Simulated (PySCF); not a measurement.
Te(Me)(SiH3) (CH6SiTe), SMILES C[Te][SiH3]. Geometry optimised at B3LYP-D3(BJ)/def2-SVP. The def2 effective core potentials stand for the cores of Te; spin–orbit coupling is left out.

Question: Give the equilibrium geometry at B3LYP-D3(BJ)/def2-SVP (PySCF confirms it by a frequency run) as Cartesian coordinates in Å, and its point group. (Estimate from the structure and the level; the computed values follow.)

Answer: point group Cs.
```xyz
9

Te     0.3999    -0.4634     0.0000
C     -1.6790    -1.1527     0.0000
H     -2.1857    -0.7933    -0.9039
H     -2.1857    -0.7933     0.9039
H     -1.6465    -2.2498     0.0000
Si    -0.2560     1.9638     0.0000
H     -1.0620     2.3000     1.2099
H     -1.0620     2.3000    -1.2099
H      1.0067     2.7548     0.0000
```
Charge 0, spin multiplicity 1.
